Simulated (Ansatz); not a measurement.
Br$_{2}$, charge +1, doublet, at a GFN2-xTB geometry (a state made from the parent by changing its charge; the spin is typed, not shown lowest); Ansatz (a first-principles code) with HF/3-21G.

Here is a job for Ansatz.
Ansatz 0.2 input:
```yaml
crystal:
  periodic: [false, false, false]
  atoms:
    - {symbol: Br, position_ang: [-0.00000000, -0.00000000, -1.11909265]}
    - {symbol: Br, position_ang: [0.00000000, 0.00000000, 1.11909265]}
basis:
  gaussian:
    orbitals: 3-21G.json
hamiltonian:
  xc: hf
total_charge: 1
magnetization: {spin_polarized: true, initial_magnetization: 1}
```
The basis file holds 3-21G in the JSON format of the Basis Set Exchange.

Q: Predict the main parts of the log of this Ansatz run.

A: 
```
Functional definition: HF
384 factors; integrals over basis functions are off by at most 1.6e-4 eV
mean field evaluation 1: about -139313.7638 eV, gradient 4.8e0 eV
mean field evaluation 2: about -139313.7715 eV, gradient 4.8e0 eV
mean field evaluation 4: about -139313.9383 eV, gradient 1.7e-1 eV
mean field evaluation 8: about -139313.9386 eV, gradient 1.7e-5 eV
mean field evaluation 16: about -139313.7638 eV, gradient 4.8e0 eV
mean field evaluation 32: about -139303.4467 eV, gradient 2.3e1 eV
mean field -139313.96800145 eV, -5119.6938936542 hartree, gradient 1.7e-5 eV, S^2 0.761526; 2 other end points of the search recorded, 0 dependent functions left out
reference -139313.96800145 eV, -5119.6938936542 hartree; 35, 34 occupied and 11, 12 virtual orbitals, 384 factors
Total energy: -139313.96800145 eV, -5119.6938936542 hartree
```
